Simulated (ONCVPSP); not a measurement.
How hard is this zirconium ONCV potential?

zirconium (Zr), optimised norm-conserving Vanderbilt (ONCV), made with ONCVPSP 4.0.1 (LDA (Perdew-Wang 92), scalar-relativistic). Core [Kr], reference 4d2 5s1.5 (charge +0.5). Waves: 5s: rc 2.70 bohr, ncon 4, nbas 7, qcut 1.9 1/bohr, 2 projectors, debl 0.4 Ha; p scattering state at 0.47 Ha: rc 3.10 bohr, ncon 4, nbas 7, qcut 2.1 1/bohr, 2 projectors, debl 2.2 Ha; 4d: rc 2.85 bohr, ncon 3, nbas 8, qcut 4.7 1/bohr, 2 projectors, debl 0.4 Ha. Local part: polynomial inside 2.45 bohr (lpopt 5, dvloc0 1 Ha). Core correction: Teter function, fcfact 3.75, rcfact 1.35.

In the p channel the program set the typed energies aside and used 0.050, 2.250 Ha.

Question: For each optimised wave give the share of its norm inside rc, the residual kinetic energy above qcut (Ha) and the cutoffs (Ha) for errors of 10, 1, 0.1 and 0.01 mHa per electron.

Answer:

| wave | norm inside rc | residual KE | 10 mHa | 1 mHa | 0.1 mHa | 0.01 mHa |
| --- | --- | --- | --- | --- | --- | --- |
| 5s | 0.254 | 3.3e-03 | 1.3 | 2.9 | 8.4 | 12.2 |
| s projector 2 | 0.158 | 8.3e-03 | 1.7 | 10.5 | 21.7 | 25.5 |
| p projector 1 | 0.104 | 4.7e-04 | 0.6 | 1.8 | 3.5 | 8.8 |
| p projector 2 | 0.154 | 1.7e-01 | 5.5 | 10.6 | 19.1 | 24.4 |
| 4d | 0.777 | 8.9e-06 | 6.7 | 8.4 | 9.7 | 12.0 |
| d projector 2 | 0.152 | 1.3e-05 | 6.4 | 8.4 | 9.9 | 12.1 |

The occupied waves need 8.4 Ha and 9.7 Ha for 1 and 0.1 mHa. Note: no bound ghost flagged; GHOST(+) flagged for s at 21.1 eV, p at 81.5 eV.
